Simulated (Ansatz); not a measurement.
Computed with Ansatz on PBE0-D4/def2-TZVP structures; ΔE is electronic, products minus reactants. CBS: MP2 limit from def2 TZ/QZ plus the TZ coupled-cluster correction, frozen cores. This one scheme is used for every species, atoms too. DFT in def2-TZVPP. B3LYP here is the variant with VWN-RPA as its local correlation; programs differ in this. No spin–orbit coupling; open shells (•) take unrestricted orbitals. Spin–orbit coupling would lower the free atoms: a little for Cl. Each species was taken in one conformer, which may not be the lowest.

`N[Si](F)([SiH3])Cl` → Cl• + `N[Si](F)[SiH3]`•  (homolysis of the Cl–Si bond)

```csv
level,ΔE (kcal/mol)
B3LYP-D4,110.7
ωB97X-V,116.1
B2PLYP,111.6
SCS-MP2/def2-QZVPP,118.2
```

Problem. What does CCSD(T)/CBS give? (Best estimate.)

Solution. Ansatz gave: +116.9 kcal/mol. The listed levels differ from it by -6.2, -0.8, -5.3, 1.3 kcal/mol.

Largest T1 diagnostic among the species: 0.016.

In def2-TZVPP, CCSD(T) changes the Hartree–Fock value by +23.6 kcal/mol (the triples alone add +2.2 kcal/mol) and MP2 by +29.5 kcal/mol; breaking electron pairs costs correlation energy, which Hartree–Fock lacks. The D4 term adds +3.0 kcal/mol with B3LYP and +1.6 kcal/mol with PBE0; it sums over pairs of atoms, weighted by their polarisabilities, and B3LYP, whose exchange is more repulsive, gets the larger term. From PBE to PBE0 (25 % exact exchange), in def2-TZVPP and without D4, ΔE moves by +0.9 kcal/mol.

CCSD(T)/CBS has its own doubt, a few kJ/mol and more with outer-core shells, so smaller differences from it don't rank the levels.
